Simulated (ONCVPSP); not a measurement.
# silicon (Si): variants of one ONCV potential

Base potential:

ONCVPSP 4.0.1 input, shortened (lines: element, Z, core and valence counts, functional; n l f; lmax; l rc ep ncon nbas qcut; lloc lpopt rc5 dvloc0; l nproj debl; icmod fcfact rcfact), PBEsol, non-relativistic:

```
  Si 14.00    3    2  -116133      upf
    1    0    2.00
    2    0    2.00
    2    1    6.00
    3    0    2.00
    3    1    1.00
    2
    0    1.75    0.00    4    8    3.30
    1    2.10    0.00    4    7    4.40
    2    1.80    0.08    4    7    5.50
    4    5    1.35    4.00
    0    2    2.50
    1    2    3.20
    2    2    1.00
    3    3.00    1.75
```

Cutoffs, loose and tight: the cutoffs (Ha) at which the residual kinetic energy of the hardest occupied pseudo-wave falls to 1 and 0.1 mHa per electron. They do not see the model core or the augmentation charge, which bear on the density cutoff. Test errors are all-electron minus pseudo excitation energies from the reference, over the configurations 3s2 3p2; 3s2 3p0; 3s1 3p0; 3s1 3p2. A dash means not determined; rows that change the core or the reference have their own tests.

```tsv
change	outcome	cutoff, loose	cutoff, tight	bound ghosts	GHOST(+) flags above zero	largest test error (meV)
base	generated	16 Ha	51 Ha	none	s	-200
functional PBE	generated	15 Ha	51 Ha	none	s	-201
s: qcut 4.7	generated	8.3 Ha	11 Ha	none	none	-192
all radii but the core radius scaled by about 0.93 (s 1.62, p 1.94, d 1.68 bohr); local potential polynomial inside 1.26 bohr (lpopt 5, dvloc0 4 Ha)	generated	16 Ha	57 Ha	none	s	-196
p: ncon 3, nbas 6	generated	16 Ha	51 Ha	none	s	-203
p: qcut 3.9	generated	16 Ha	51 Ha	none	s	-202
s: nproj 0; local potential the s channel	generated	16 Ha	51 Ha	none	none	-187
```

Task: What comes out with this change to the base: s: qcut 3.4; p: qcut 4.6; d: qcut 5.7?

Result: outcome: generated; cutoff, loose: 14 Ha; cutoff, tight: 50 Ha; bound ghosts: none; GHOST(+) flags above zero: s; largest test error (meV): -199.
